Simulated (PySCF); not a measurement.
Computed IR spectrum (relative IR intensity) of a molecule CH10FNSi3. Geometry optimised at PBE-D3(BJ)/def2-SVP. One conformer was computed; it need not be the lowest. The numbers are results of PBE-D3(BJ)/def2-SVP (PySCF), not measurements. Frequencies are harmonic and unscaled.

Lines under 2 % of the strongest are left out, and lines within 2 cm⁻¹ are merged.

ν (cm⁻¹): 125 (vw), 170 (vw), 190 (vw), 302 (w), 492 (w), 497 (vw), 593 (w), 666 (w), 745 (m), 752 (vs), 791 (w), 821 (m), 850 (m), 860 (m), 885 (s), 899 (m), 902 (w), 911 (m), 1015 (w), 1068 (w), 1560 (w), 2136 (m), 2142 (s), 2145 (w), 2153 (m), 2156 (m), 2167 (m), 2171 (m), 3511 (vw) (against the strongest line: vs over 80 %, s over 45 %, m over 15 %, w over 4 %, vw less)

Problem. Which molecule gave these data?
A) C[Si@H]([SiH3])[Si@@H](N)F
B) C[Si@@](F)([SiH3])[SiH2]N
C) N[C@H]([SiH3])[Si@@H](F)[SiH3]
D) F[SiH2][SiH2]CN[SiH3]

Solution. C, N[C@H]([SiH3])[Si@@H](F)[SiH3]
